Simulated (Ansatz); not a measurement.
H$_{8}$N$_{2}$OSi$_{2}$, SMILES `N[SiH2]O[SiH2]N`, relaxed with RKS PBE-D4/def2-SVP in Ansatz from a rough embedded geometry. The force threshold is 0.03 eV/Å; the program also tests the step.

Total charge 0; spin multiplicity 1.

Start:

```xyz
13

N     0.554   -1.196   -2.256
Si   -0.516   -1.257   -0.943
O    -0.046   -0.017    0.004
Si   -0.370    0.626    1.443
N     0.618    1.912    1.690
H     0.412   -0.273   -2.735
H     1.490   -1.258   -1.981
H    -0.264   -2.554   -0.288
H    -1.893   -1.000   -1.408
H    -0.214   -0.317    2.550
H    -1.826    1.184    1.419
H     0.540    2.578    0.890
H     1.516    1.571    1.615
```

```csv
step,energy (eV),largest force (eV/Å),largest move (Å)
1,-20892.3377,3.853,0.000
2,-20893.0401,1.630,0.195
3,-20893.2083,0.494,0.194
4,-20893.2551,0.074,0.146
5 (rejected),-20893.2550,0.200,0.046
6,-20893.2577,0.015,0.022
```

End:

```xyz
13

N     0.517   -1.302   -2.444
Si   -0.477   -1.291   -1.026
O    -0.114   -0.056    0.048
Si   -0.422    0.710    1.507
N     0.634    2.044    1.834
H     0.401   -0.552   -3.130
H     1.508   -1.537   -2.349
H    -0.268   -2.606   -0.329
H    -1.897   -1.117   -1.488
H    -0.227   -0.284    2.618
H    -1.824    1.251    1.476
H     0.548    2.888    1.260
H     1.622    1.852    2.023
```

It took 21 s on 2 threads of a server CPU on a shared host, with 0.55 GiB of host memory at the peak.
